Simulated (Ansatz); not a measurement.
```xyz
8

O    -0.871   -1.144   -0.776
B    -0.288    0.055   -0.552
C     0.786    0.146    0.587
Br   -0.221    1.058    2.000
H    -1.555   -1.115   -1.449
H    -0.598    1.023   -1.190
H     1.642    0.783    0.377
H     1.106   -0.807    1.003
```

The species carries charge 0 and has multiplicity 1.

Problem. List the PBE/def2-TZVPP orbital energies in eV (the Gaussian-basis code of Ansatz). (Best estimate.)

Solution. Ansatz gave: Occupied: -13088.87, -1681.98, -1516.39, -1516.27, -1516.27, -511.15, -269.85, -228.76, -177.63, -171.02, -170.68, -170.67, -67.66, -67.57, -67.56, -67.31, -67.31, -26.07, -20.09, -16.49, -14.09, -11.66, -10.52, -10.22, -9.53, -8.89, -7.77, -6.68, -6.56. Lowest empty: -1.85, -0.30, 0.03, 1.02, 1.61, 2.38, 2.78, 2.97.
